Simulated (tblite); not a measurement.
Compound: C8H9O2P.
Cartesian coordinates in Å at the GFN2-xTB level; atoms count from 1:
```xyz
20
C8H9O2P angstrom
O     -0.738   -2.184   -1.370
P     -0.679   -0.971   -0.550
C      0.983   -0.289   -0.417
C      2.173   -0.802   -0.859
C      3.164    0.126   -0.471
C      2.504    1.128    0.175
O      1.188    0.888    0.214
C     -1.320   -1.044    1.181
C     -1.817    0.348    1.409
C     -2.032    1.092    0.335
C     -1.757    0.462   -0.993
H      2.299   -1.721   -1.392
H      4.218    0.057   -0.646
H      2.851    2.035    0.631
H     -0.567   -1.354    1.908
H     -2.136   -1.775    1.204
H     -1.986    0.694    2.416
H     -2.393    2.107    0.377
H     -1.291    1.146   -1.704
H     -2.670    0.067   -1.450
```

Level: GFN2-xTB in tblite, geometry and Hessian alike; calculated harmonic values, unscaled, isolated species. The method is semi-empirical: single wavenumbers can be off by several per cent or more. One conformer, not necessarily the lowest.

Harmonic wavenumbers (cm⁻¹): 28.5, 62.6, 91.4, 118.0, 231.0, 234.4, 299.9, 334.3, 380.0, 436.3, 483.8, 585.9, 613.3, 644.0, 694.5, 735.1, 762.5, 778.4, 822.9, 828.1, 838.8, 853.3, 858.2, 888.5, 913.3, 990.2, 1007.8, 1028.6, 1053.8, 1065.2, 1083.8, 1117.3, 1118.5, 1191.0, 1194.4, 1201.9, 1220.8, 1286.3, 1304.6, 1365.1, 1416.4, 1417.6, 1433.2, 1550.8, 1693.2, 2922.5, 2924.6, 2969.5, 2973.6, 3088.1, 3102.9, 3160.9, 3183.8, 3194.6.

A = 1722, B = 848.7, C = 679.5 MHz; mass 168.034 u (most abundant isotopes); point group C1, symmetry number 1.

Problem. Zero-point energy?

Solution. ½Σν̃ = 32889 cm⁻¹ = 393.44 kJ/mol.

Problem. Entropy at 200 K, 1 bar (ideal gas, RRHO, classical rotation)?

Solution. Translation 164.46, rotation 121.21, vibration 83.24: S = 368.9 J/(mol K).

Problem. And Cp and H(200 K) − H(0)?

Solution. Cp = 119.61 J/(mol K), of which vibrations give 86.36 (their classical limit is 54 R = 449.0); H(200 K) − H(0) = 15.25 kJ/mol without the zero-point energy, 8.60 from vibrations.

Problem. What must be added to the electronic energy to get the Gibbs energy at 200 K and 1 bar?

Solution. ZPE + [H(200 K) − H(0)] − T·S = 393.44 + 15.25 − 73.78 = 334.91 kJ/mol.

Problem. Which modes carry the vibrational entropy at 200 K?

Solution. 28.5 cm⁻¹: 21.50; 62.6 cm⁻¹: 15.02; 91.4 cm⁻¹: 11.95; 118.0 cm⁻¹: 9.92; 231.0 cm⁻¹: 4.99; 234.4 cm⁻¹: 4.89 J/(mol K); the other 48 give 14.97 together.

Problem. Blend soft modes into free rotors: weight 1/[1 + (100 cm⁻¹/ν̃)⁴] for the oscillator and the rest for a rotor with moment μB/(μ + B), μ = h/(8π²ν), B = 10⁻⁴⁴ kg m². What vibrational entropy results?

Solution. 74.19 J/(mol K) in place of 83.24, which changes −T·S at 200 K by +1.81 kJ/mol.

Problem. How do the functions run with temperature in this model?

Solution. 
```json
{"T (K)": "50", "S (J/(mol K))": "258.0", "Cp (J/(mol K))": "56.9", "H − H(0) (kJ/mol)": "2.22", "G − H(0) (kJ/mol)": "-10.68", "ln q(vib)": "0.87"}
{"T (K)": "100", "S (J/(mol K))": "303.4", "Cp (J/(mol K))": "76.3", "H − H(0) (kJ/mol)": "5.55", "G − H(0) (kJ/mol)": "-24.79", "ln q(vib)": "2.23"}
{"T (K)": "298.15", "S (J/(mol K))": "426.2", "Cp (J/(mol K))": "171.5", "H − H(0) (kJ/mol)": "29.50", "G − H(0) (kJ/mol)": "-97.57", "ln q(vib)": "7.40"}
{"T (K)": "373.15", "S (J/(mol K))": "468.9", "Cp (J/(mol K))": "210.0", "H − H(0) (kJ/mol)": "43.83", "G − H(0) (kJ/mol)": "-131.14", "ln q(vib)": "9.42"}
{"T (K)": "500", "S (J/(mol K))": "538.2", "Cp (J/(mol K))": "263.9", "H − H(0) (kJ/mol)": "74.05", "G − H(0) (kJ/mol)": "-195.07", "ln q(vib)": "12.90"}
{"T (K)": "750", "S (J/(mol K))": "659.6", "Cp (J/(mol K))": "333.1", "H − H(0) (kJ/mol)": "149.49", "G − H(0) (kJ/mol)": "-345.24", "ln q(vib)": "19.72"}
{"T (K)": "1000", "S (J/(mol K))": "761.7", "Cp (J/(mol K))": "375.0", "H − H(0) (kJ/mol)": "238.39", "G − H(0) (kJ/mol)": "-523.27", "ln q(vib)": "26.14"}
```

q(vib) and H(0) count from the zero-point level.

Hindered rotation and anharmonicity are outside this model. Other conformers, if any are populated, would add a mixing term that is left out.
